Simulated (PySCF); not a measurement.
Structure from NMR data

An unknown has the formula C$_{8}$H$_{11}$F. Its calculated NMR data are:

¹H NMR (400 MHz, computed): δ 4.51 (m, 1H), 3.21 (m, 1H), 2.32 (m, 1H), 1.93 (m, 1H), 1.92 (m, 1H), 1.92 (m, 1H), 1.83 (m, 1H), 1.63 (d, 1H), 1.38 (m, 1H), 1.30 (m, 1H), 1.09 (m, 1H).

¹³C{¹H} NMR (computed): δ 96.2, 88.9, 80.1, 36.2, 33.4, 32.3, 28.0, 24.3.

PySCF 2.14.0 with density-fitted response routines calculation with σ from GIAO-PBE0/pcSseg-1 and GFN2-xTB structure; isolated molecule, one conformer, no relativistic terms.

Referencing at the same level of theory: ¹H, ¹³C vs TMS.

Problem. Choose the structure that fits.
A. C#C[C@@H]1CCCC[C@@H]1F
B. FC[C@H]1[C@@H]2C=C[C@H]1CC2
C. CC(C)C#C/C=C\CF
D. C=CC(=C)C(=C)CCF

Solution. A. 

- The formula gives 3 degrees of unsaturation (1 ring in the answer).
- 8 carbon signals for 8 carbons: no two carbons are equivalent.
- Carbon types of the structure: 1 × C, 3 × CH, 4 × CH2, which accounts for all hydrogens.
- δC 96.2: sp3 CH bonded to F; pulled downfield by the heteroatom.
- δC 88.9: alkyne carbon; sp carbons lie upfield of alkene carbons because the cylindrical π system leaves one tensor component strongly shielded.
- δC 80.1: terminal alkyne carbon; the triple bond shields along its axis, which puts it between sp3 and sp2 carbons.
- δC 36.2: propargylic sp3 CH; aliphatic region, no heteroatom directly attached.
- δH 1.63: hydrogen on a terminal alkyne carbon; it lies on the axis of the triple bond, in its shielding cone.

The others: FC[C@H]1[C@@H]2C=C[C@H]1CC2 would give 5 carbon signals, not 8; C=CC(=C)C(=C)CCF would give 9 signals for carbon-bound and other non-exchanging H, not 11; CC(C)C#C/C=C\CF would give 7 carbon signals, not 8.

Splittings by ¹⁹F in the carbon and heteronuclear signals aren't shown, as no couplings were computed. Shifts are as computed. Against solution values, carbons near 30 ppm lie about +3 ppm off and those near 130 ppm about +5 ppm. Of 1309 compounds with measured shifts, 239 miss one by over three times the rms of a fit or turn the order of signals round; such compounds aren't used in these exercises. No couplings were computed; multiplicities are counted from neighbouring protons, with m where these are inequivalent, close in shift, in a saturated or five-membered ring or joined by F or P, and br s for small geminal =CH2 splittings.
